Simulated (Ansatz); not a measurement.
`[SiH3][O][ZnH]` + `O[SiH2]F` → `F[SiH2][O][ZnH]` + silanol at 600 K and 1 bar (ligand exchange at a Zn–O bond).

Computed with Ansatz on PBE0-D4/def2-TZVP structures; ΔE is electronic, products minus reactants. CBS: MP2 limit from def2 TZ/QZ plus the TZ coupled-cluster correction, frozen cores. For Zn outer-core shells are correlated without core-valence functions, which leaves a few kJ/mol of doubt a bond. Scalar relativity is left out up to krypton. Each species was taken in one conformer, which may not be the lowest.

```json
{"species": "`[SiH3][O][ZnH]`", "CCSD(T)/CBS energy (Eh)": "-2145.08513", "H − E (kJ/mol)": "139.6", "S (J/(mol·K))": "398.1"}
{"species": "`O[SiH2]F`", "CCSD(T)/CBS energy (Eh)": "-465.96250", "H − E (kJ/mol)": "127.7", "S (J/(mol·K))": "331.4"}
{"species": "`F[SiH2][O][ZnH]`", "CCSD(T)/CBS energy (Eh)": "-2244.35972", "H − E (kJ/mol)": "131.6", "S (J/(mol·K))": "413.5"}
{"species": "`O[SiH3]`", "CCSD(T)/CBS energy (Eh)": "-366.69042", "H − E (kJ/mol)": "135.7", "S (J/(mol·K))": "307.9"}
```

H − E and S are ideal-gas, rigid-rotor, harmonic terms from PBE0-D4/def2-TZVP, for one conformer and one mirror image of each species. 1 Eh = 2625.50 kJ/mol, R = 8.31446 J/(mol·K).

Problem. By hand: ΔE, ΔH, ΔS and ΔG.

Solution. ΔE = (-2244.35972) + (-366.69042) − (-2145.08513) − (-465.96250) = -0.00251 Eh = -6.6 kJ/mol. Δ(H − E) = 131.6 + 135.7 − 139.6 − 127.7 = 0.0, so ΔH = -6.6 kJ/mol. ΔS = 413.5 + 307.9 − 398.1 − 331.4 = -8.1 J/(mol·K). ΔG = -6.6 − 600 × (-8.1)/1000 = -1.7 kJ/mol.

Problem. By hand: the equilibrium constant, and the temperature at which ΔG would vanish if ΔH and ΔS stayed fixed.

Solution. log₁₀ K = −ΔG/(RT ln 10) = 0.1. ΔG = 0 at ΔH/ΔS = 815 K, though so small a ΔH makes that figure unsure.

TΔS isn't small against ΔH here. The sign of ΔG lies within the doubt. A doubt of 5 kJ/mol in ΔE shifts log₁₀ K by 0.4 here. Other conformers and mirror images would add mixing entropy, several J/(mol·K) or more a flexible species. Modes under 60 cm⁻¹, often nearly free rotors, make the harmonic entropy too high. These are equilibria of isolated gas molecules and say nothing of rates. Largest T1 diagnostic: 0.016 (customary marks: 0.02 for closed shells, 0.045 for open ones).
